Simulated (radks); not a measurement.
Problem. Radial electron density D(r) = 4 pi r^2 rho(r) of an atom or ion with 54 electrons. All-electron calculation, Dirac Kohn-Sham, PBEsol, spin-unpolarised, spherical densities, point nucleus. Program: a radial shooting solver on a logarithmic mesh with Libxc functionals.

r (bohr)  D(r) (e/bohr)
0.00154           5.390
0.002037          8.473
0.002674          12.92
0.003538          19.48
0.004681          28.45
0.006194          39.86
0.008196          52.89
0.01084           65.41
0.01435           74.09
0.01883           75.92
0.02492           71.34
0.03297           66.65
0.04362           71.51
0.05772           87.05
0.07637           97.64
0.101             87.83
0.1326            72.48
0.1755            76.70
0.2322            83.14
0.3072            58.26
0.4065            31.50
0.5379            33.02
0.7117            31.79
0.9341            17.81
1.236             9.193
1.635             6.395
2.164             3.129
2.863            0.7488
3.788           0.07761
5.012          0.003027

What is the nuclear charge?

Solution. Z = 57. The innermost maximum, from 1s, lies near gamma/Z bohr with gamma = sqrt(1 - (Z/c)^2) = 0.909, here 0.016 bohr (found: 0.0175), and its height grows with Z. The density is that of the lanthanum ion La3+ in [Kr] 4d10 5s2 5p5 4f1; the configuration itself is not fixed sharply by these data, and Z only to a few units. D(r) has 4 maxima, at r = 0.0175, 0.0776, 0.220, 0.611 bohr, and minima at 0.0340, 0.145, 0.447 bohr, inside which lie 2.02, 11.23, 28.98 electrons.
